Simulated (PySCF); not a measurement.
# Arsenic: a sound run and one with changed settings

Sound run: As [Ar] 3d10 4s2 4p3, As⁺ [Ar] 3d10 4s2 4p2. All numbers are calculated (PySCF 2.14, the non-relativistic Hamiltonian (point nucleus), in 6-31G* (5s4p3d, 32 functions)). In the sound run the correlated levels freeze [Ar] 3d10. The sound run starts from symmetry-adapted Hartree-Fock orbitals and uses a fine grid where one is needed.

Changed run: all electrons correlated in a basis built for the valence shell.

```csv
species,method,sound run (hartree),changed run (hartree),converged
As,MP2,-2233.95572,-2234.14142,yes
As⁺,MP2,-2233.59668,-2233.78092,yes
```

Ionisation energy of As:

| method | sound run (eV) | changed run (eV) |
| --- | --- | --- |
| UHF | 9.460 | 9.460 |
| MP2 | 9.770 | 9.810 |
| SCS-MP2 | 9.657 | 9.680 |

A valence basis has no tight correlating functions, so it recovers only part of the core correlation, and not evenly between atom and ion.

For comparison, NIST gives 9.789 eV between the lowest levels.
